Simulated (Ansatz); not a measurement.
Mulliken charges of CH$_{3}$F$_{2}$NSi (`FC1(F)N[SiH2]1`) from ωB97M-V/def2-TZVPP in Ansatz (PBE0-D4/def2-TZVP geometry).

```tsv
atom	x (Å)	y (Å)	z (Å)	charge (e)
F1	0.100	-0.750	1.830	-0.201
C2	0.537	-0.315	0.618	0.308
F3	1.885	-0.458	0.652	-0.197
N4	0.048	0.911	0.184	-0.301
Si5	-0.534	-0.273	-0.897	0.314
H6	0.020	1.791	0.674	0.113
H7	-0.008	-0.275	-2.281	-0.016
H8	-1.954	-0.689	-0.835	-0.020
```

Q: By hand: the dipole of these point charges (1 e Å = 4.8032 D).

A: Σ q r = (-0.367, 0.005, -0.514) e Å, of length 0.632 e Å = 3.04 D.

Q: How does the dipole of the full density compare? (Estimate.)

A: Ansatz gave: (-0.381, 0.261, -0.388) e Å, 2.90 D; the point charges give 1.05 times that, at 27° from its direction.

Point charges leave out the atoms' own dipoles, such as those of lone pairs, and Mulliken's split depends on the basis, so the two needn't agree.
